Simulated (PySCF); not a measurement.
Electron correlation in O (oxygen, neutral)

[He] 2s2 2p4, high-spin 3P determinant. Calculation: PySCF 2.14, in 6-31G* (3s2p1d, 14 functions); the non-relativistic Hamiltonian (point nucleus). Frozen: 1s2; 6 electrons correlated.

MP2 pair energies summed by pair of shells (mhartree):

| pair | energy | share (%) |
| --- | --- | --- |
| 2p-2p | -46.25 | 48.7 |
| 2s-2p | -41.84 | 44.1 |
| 2s-2s | -6.89 | 7.3 |

Total MP2 correlation energy: -94.98 mhartree.

Same-spin part -24.44 and opposite-spin part -70.54 mhartree; SCS-MP2 scales them by 1/3 and 6/5 to -92.80 mhartree.

```json
{"level": "CCSD", "correlation energy (mhartree)": "-110.73"}
{"level": "(T)", "correlation energy (mhartree)": "-0.84"}
{"level": "CCSD(T)", "correlation energy (mhartree)": "-111.57"}
```

Diagnostics: T1 = 0.0051, D1 = 0.0090, largest double amplitude 0.055.

Cost of the coupled-cluster step: 0.1 s of wall time on 1 thread of Neoverse-V1 (shared host), for 6 correlated electrons.
